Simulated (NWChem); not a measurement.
System: CH$_{2}$ClNOSi; SMILES N#CO[SiH2]Cl

Parts of the log:

```
             Northwest Computational Chemistry Package (NWChem) 7.3.0
             --------------------------------------------------------

                             Geometry "geometry" -> ""
                             -------------------------

 Output coordinates in angstroms (scale by  1.889725989 to convert to a.u.)

  No.       Tag          Charge          X              Y              Z
 ---- ---------------- ---------- -------------- -------------- --------------
    1 N                    7.0000     0.85877400    -2.74902000    -0.35016800
    2 C                    6.0000     0.17464700    -1.90414200     0.05720800
    3 O                    8.0000    -0.59282500    -0.99665000     0.53471700
    4 Si                  14.0000    -0.89091500     0.55821200    -0.10009300
    5 Cl                  17.0000     0.80334100     1.68529500     0.07148900
    6 H                    1.0000    -1.96372100     1.07955900     0.76943700
    7 H                    1.0000    -1.25043000     0.40748000    -1.52862300

 Effective nuclear repulsion energy (a.u.)     253.6796362949

                                 NWChem DFT Module
                                 -----------------

 Summary of "ao basis" -> "ao basis" (spherical)
 ------------------------------------------------------------------------------
       Tag                 Description            Shells   Functions and Types
 ---------------- ------------------------------  ------  ---------------------
 N                          def2-svp                 6       14   3s2p1d
 C                          def2-svp                 6       14   3s2p1d
 O                          def2-svp                 6       14   3s2p1d
 Si                         def2-svp                 8       18   4s3p1d
 Cl                         def2-svp                 8       18   4s3p1d
 H                          def2-svp                 3        5   2s1p

            General Information
            -------------------
          SCF calculation type: DFT
          Wavefunction type:  closed shell.
          No. of atoms     :     7
          No. of electrons :    54
           Alpha electrons :    27
            Beta electrons :    27
          Charge           :     0
          Spin multiplicity:     1
          Use of symmetry is: off; symmetry adaption is: off
          Maximum number of iterations: 150
          AO basis - number of functions:    88
                     number of shells:    40
          Convergence on energy requested:  1.00D-06
          Convergence on density requested:  1.00D-05
          Convergence on gradient requested:  5.00D-04

              XC Information
              --------------
                         B3LYP Method XC Potential
                     Hartree-Fock (Exact) Exchange  0.200
                        Slater Exchange Functional  0.800 local
                    Becke 1988 Exchange Functional  0.720 non-local
              Lee-Yang-Parr Correlation Functional  0.810
                  VWN I RPA Correlation Functional  0.190 local

             Grid Information
             ----------------
          Grid used for XC integration:  medium
          Radial quadrature: Mura-Knowles
          Angular quadrature: Lebedev.
          Tag              B.-S. Rad. Rad. Pts. Rad. Cut. Ang. Pts.
          ---              ---------- --------- --------- ---------
          N                   0.65       49          12.0       434
          C                   0.70       49          10.0       434
          O                   0.60       49           8.0       434
          Si                  1.10       88           9.0       590
          Cl                  1.00       88          11.0       590
          H                   0.35       45          11.0       434
          Grid pruning is: on
          Number of quadrature shells:   413
          Spatial weights used:  Erf1

      Superposition of Atomic Density Guess
      -------------------------------------

 Sum of atomic energies:        -915.62076754

      Non-variational initial energy
      ------------------------------

 Total energy =    -917.369772
 1-e energy   =   -1768.555341
 2-e energy   =     597.505933
 HOMO         =      -0.378444
 LUMO         =       0.057001

     ---------------------------------------------
      Total Density - Mulliken Population Analysis
     ---------------------------------------------

    Atom       Charge   Shell Charges
 -----------   ------   -------------------------------------------------------
    1 N    7     7.74   1.99  1.13  0.58  2.46  1.55  0.03
    2 C    6     5.26   1.99  0.89  0.17  1.53  0.58  0.09
    3 O    8     8.54   1.99  1.08  0.65  2.93  1.87  0.01
    4 Si  14    12.90   2.00  1.99  0.93  0.19  5.93  0.90  0.73  0.22
    5 Cl  17    17.39   2.00  1.99  1.22  0.72  5.94  2.16  3.35  0.01
    6 H    1     1.09   0.70  0.38  0.01
    7 H    1     1.09   0.70  0.38  0.01

   convergence    iter        energy       DeltaE   RMS-Dens  Diis-err
 ---------------- ----- ----------------- --------- --------- ---------
 d= 0,ls=0.0,diis     1   -918.5371355815 -1.17D+03  2.08D-02  1.14D+00
 d= 0,ls=0.0,diis     2   -918.1023974448  4.35D-01  1.48D-02  4.86D+00
 d= 0,ls=0.0,diis     3   -918.6723229115 -5.70D-01  3.12D-03  1.45D-01
 d= 0,ls=0.0,diis     4   -918.6846270747 -1.23D-02  1.15D-03  3.51D-02
 d= 0,ls=0.0,diis     5   -918.6879180633 -3.29D-03  3.28D-04  1.51D-03
  Resetting Diis
 d= 0,ls=0.0,diis     6   -918.6880613611 -1.43D-04  1.11D-04  9.79D-05
 d= 0,ls=0.0,diis     7   -918.6880736054 -1.22D-05  5.30D-05  6.35D-06
 d= 0,ls=0.0,diis     8   -918.6880729017  7.04D-07  2.88D-05  1.27D-05
 d= 0,ls=0.0,diis     9   -918.6880742441 -1.34D-06  7.87D-06  1.53D-06
 d= 0,ls=0.0,diis    10   -918.6880744083 -1.64D-07  1.52D-06  3.53D-08

         Total DFT energy =     -918.688074408340
      One electron energy =    -1769.809761525285
           Coulomb energy =      668.301502917780
    Exchange-Corr. energy =      -70.859452095706
 Nuclear repulsion energy =      253.679636294871

 Numeric. integr. density =       53.999993937044

                       DFT Final Molecular Orbital Analysis
                       ------------------------------------

 Vector   25  Occ=2.000000D+00  E=-3.478197D-01
              MO Center=  2.3D-01,  1.3D+00, -2.5D-02, r^2= 2.8D+00
   Bfn.  Coefficient  Atom+Function         Bfn.  Coefficient  Atom+Function
  ----- ------------  ---------------      ----- ------------  ---------------
    73      0.512523  5 Cl pz                70      0.385436  5 Cl pz
    67      0.222882  5 Cl pz                79     -0.187807  6 H  s
    84      0.182467  7 H  s                 72      0.173870  5 Cl py
    80     -0.165629  6 H  s                 71     -0.159782  5 Cl px
    85      0.159115  7 H  s                 69      0.131211  5 Cl py

 Vector   26  Occ=2.000000D+00  E=-3.200960D-01
              MO Center=  3.4D-01, -2.0D+00, -6.6D-02, r^2= 2.2D+00
   Bfn.  Coefficient  Atom+Function         Bfn.  Coefficient  Atom+Function
  ----- ------------  ---------------      ----- ------------  ---------------
     6      0.328581  1 N  pz                20     -0.267883  2 C  pz
     5     -0.262252  1 N  py                34      0.241802  3 O  pz
     9     -0.201354  1 N  pz                37      0.194436  3 O  pz
    19      0.186637  2 C  py                 8      0.161838  1 N  py
    22      0.132980  2 C  py                23     -0.133353  2 C  pz

 Vector   27  Occ=2.000000D+00  E=-3.119494D-01
              MO Center=  3.4D-01, -2.0D+00, -6.1D-02, r^2= 2.1D+00
   Bfn.  Coefficient  Atom+Function         Bfn.  Coefficient  Atom+Function
  ----- ------------  ---------------      ----- ------------  ---------------
     4      0.336825  1 N  px                32      0.251355  3 O  px
    18     -0.242395  2 C  px                 6      0.239372  1 N  pz
     7     -0.210005  1 N  px                35      0.204872  3 O  px
    34      0.184691  3 O  pz                20     -0.174567  2 C  pz
     5      0.154439  1 N  py                37      0.150998  3 O  pz

 Vector   28  Occ=0.000000D+00  E=-2.051142D-02
              MO Center= -8.5D-01,  5.4D-01, -1.7D-01, r^2= 3.8D+00
   Bfn.  Coefficient  Atom+Function         Bfn.  Coefficient  Atom+Function
  ----- ------------  ---------------      ----- ------------  ---------------
    54      1.038829  4 Si py                 3      0.533356  1 N  s
    31      0.427744  3 O  s                 17     -0.409667  2 C  s
    22      0.360843  2 C  py                80     -0.307119  6 H  s
    55     -0.280418  4 Si pz                51      0.271822  4 Si py
    53     -0.254767  4 Si px                71      0.251659  5 Cl px

 Vector   29  Occ=0.000000D+00  E=-2.444344D-03
              MO Center= -5.4D-01,  4.5D-01, -5.5D-02, r^2= 3.8D+00
   Bfn.  Coefficient  Atom+Function         Bfn.  Coefficient  Atom+Function
  ----- ------------  ---------------      ----- ------------  ---------------
    53      0.964733  4 Si px                64     -0.585138  5 Cl s
    71      0.467879  5 Cl px                45      0.435443  4 Si s
    72      0.389415  5 Cl py                54      0.296573  4 Si py
    46      0.293502  4 Si s                 50      0.275551  4 Si px
    17      0.230894  2 C  s                  3     -0.211431  1 N  s

 Vector   30  Occ=0.000000D+00  E= 2.661091D-02
              MO Center= -8.9D-01, -9.0D-02, -2.1D-01, r^2= 5.3D+00
   Bfn.  Coefficient  Atom+Function         Bfn.  Coefficient  Atom+Function
  ----- ------------  ---------------      ----- ------------  ---------------
    45      0.966677  4 Si s                 80     -0.911484  6 H  s
    85     -0.900505  7 H  s                 46      0.746406  4 Si s
    53     -0.610526  4 Si px                44      0.351955  4 Si s
    31     -0.297659  3 O  s                 23      0.280049  2 C  pz
     9     -0.266156  1 N  pz                20      0.235804  2 C  pz

     ---------------------------------------------
      Total Density - Mulliken Population Analysis
     ---------------------------------------------

    Atom       Charge   Shell Charges
 -----------   ------   -------------------------------------------------------
    1 N    7     7.00   1.99  1.09  0.48  2.23  1.18  0.03
    2 C    6     6.02   1.99  0.90  0.15  2.07  0.83  0.09
    3 O    8     8.36   1.99  1.08  0.64  2.93  1.71  0.01
    4 Si  14    13.28   2.00  1.98  1.06  0.06  5.93  1.21  0.70  0.34
    5 Cl  17    17.20   2.00  1.98  1.28  0.68  5.93  2.17  3.14  0.02
    6 H    1     1.06   0.75  0.31  0.01
    7 H    1     1.06   0.75  0.31  0.01

     -------------------------------------------
      Total Density - Lowdin Population Analysis
     -------------------------------------------

    Atom       Charge   Shell Charges
 -----------   ------   -------------------------------------------------------
    1 N    7     7.13   1.98  0.86  0.59  2.09  1.56  0.06
    2 C    6     6.02   1.96  0.60  0.27  1.87  1.12  0.20
    3 O    8     8.15   1.97  0.89  0.57  2.77  1.93  0.03
    4 Si  14    13.51   2.00  1.93  0.68  0.33  5.81  1.22  1.01  0.53
    5 Cl  17    17.02   2.00  1.96  1.05  0.79  5.82  2.27  3.11  0.02
    6 H    1     1.08   0.65  0.41  0.03
    7 H    1     1.09   0.65  0.41  0.03

     Multipole analysis of the density
     ---------------------------------

     L   x y z        total         alpha         beta         nuclear
     -   - - -        -----         -----         ----         -------
     0   0 0 0     -0.000000    -27.000000    -27.000000     54.000000

     1   1 0 0     -1.089649     -0.815562     -0.815562      0.541475
     1   0 1 0      1.373514      1.337928      1.337928     -1.302342
     1   0 0 1      0.054532     -1.129844     -1.129844      2.314221

     2   2 0 0    -31.051683    -79.197998    -79.197998    127.344313
     2   1 1 0      2.244736      1.783605      1.783605     -1.322474
     2   1 0 1      1.093646      4.038931      4.038931     -6.984215
     2   0 2 0    -39.163241   -263.446800   -263.446800    487.730359
     2   0 1 1     -1.493855     -6.630327     -6.630327     11.766800
     2   0 0 2    -31.395795    -26.984606    -26.984606     22.573418

                     NWChem Electrostatic Potential Fit Module
                     -----------------------------------------

 Atom parameters

 Number of atoms is                                    7
 Number of basis functions is                         88

 Grid parameters

 Maximum number of grid points is                  35243
 Number of grid points is                          35242
 Grid range                                     0.300000 nm
 Grid spacing                                   0.020000 nm
 Probe radius                                   0.070000 nm
 Atom radius factor                             1.000000

 Atomic radii

    1    0.100000
    6    0.147000
    7    0.140000
    8    0.136000
   14    0.187000
   17    0.169000
 FASTESP  F
  using M.O. file = ./job.movecs

    Atom              Coordinates                           Charge

                                                  ESP

    1 N     0.085877   -0.274902   -0.035017   -0.529085
    2 C     0.017465   -0.190414    0.005721    0.552396
    3 O    -0.059283   -0.099665    0.053472   -0.342148
    4 Si   -0.089092    0.055821   -0.010009    0.626440
    5 Cl    0.080334    0.168530    0.007149   -0.164899
    6 H    -0.196372    0.107956    0.076944   -0.067574
    7 H    -0.125043    0.040748   -0.152862   -0.075131
                                            ------------
                                               -0.000000

 Dipole moment                                  1.783131

 Quadrupole moment Qxx                          1.821628
                   Qyy                         -6.548433
                   Qzz                          4.726806

 RMS deviation kJ/mol                           0.063957

 RRMS %                                        18.743440
```

Level: B3LYP/def2-SVP. Coordinates come from a PBE0/def2-SVP optimisation. B3LYP is NWChem's, with the RPA form of VWN correlation.

Task: Reconstruct the input file.

Result: Several could match; the one computed here: the input that was run:
```
start job
memory heap 200 mb stack 900 mb global 1100 mb
geometry units angstroms noautosym nocenter noautoz
  N      0.858774    -2.749020    -0.350168
  C      0.174647    -1.904142     0.057208
  O     -0.592825    -0.996650     0.534717
  Si    -0.890915     0.558212    -0.100093
  Cl     0.803341     1.685295     0.071489
  H     -1.963721     1.079559     0.769437
  H     -1.250430     0.407480    -1.528623
end
basis spherical
  * library def2-svp
end
dft
  xc b3lyp
  iterations 150
  mulliken
end
task dft energy
esp
  recalculate
  probe 0.07
  range 0.3
  factor 1.0
  spacing 0.02
end
task esp
```
